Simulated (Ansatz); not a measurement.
Species: sum formula BNH5, charge 0, multiplicity 2. It need not be the lowest isomer of its formula. 
Geometry from a B3LYP-D3(BJ)/def2-TZVP (Ansatz, a program for electronic structure) optimisation:
SMILES: [BH2-][NH3+]
```xyz
7

B     -0.9601     0.1312    -0.0137
N      0.6350    -0.1348    -0.0398
H     -1.2139     1.2024    -0.4773
H     -1.4396    -0.2957     0.9936
H      0.8305    -1.1085     0.1748
H      1.1723     0.4349     0.6229
H      1.0057     0.0542    -0.9668
```
Charge 0, spin multiplicity 2.

Basis-set convergence of Hartree-Fock and MP2 correlation energies (hartree) with Ansatz. Correlated levels leave the core frozen unless marked. UHF or UKS for open shells. No spin-orbit coupling. Non-relativistic.

| basis | functions | E(HF) | E(corr, MP2) |
|---|---|---|---|
| cc-pVDZ | 53 | -81.98900 | -0.27210 |
| cc-pVTZ | 130 | [?] | [?] |

**Question.** Some entries are withheld; supply them.

**Answer.** 
- cc-pVTZ, E(HF): -82.01688
- cc-pVTZ, E(corr, MP2): -0.33701
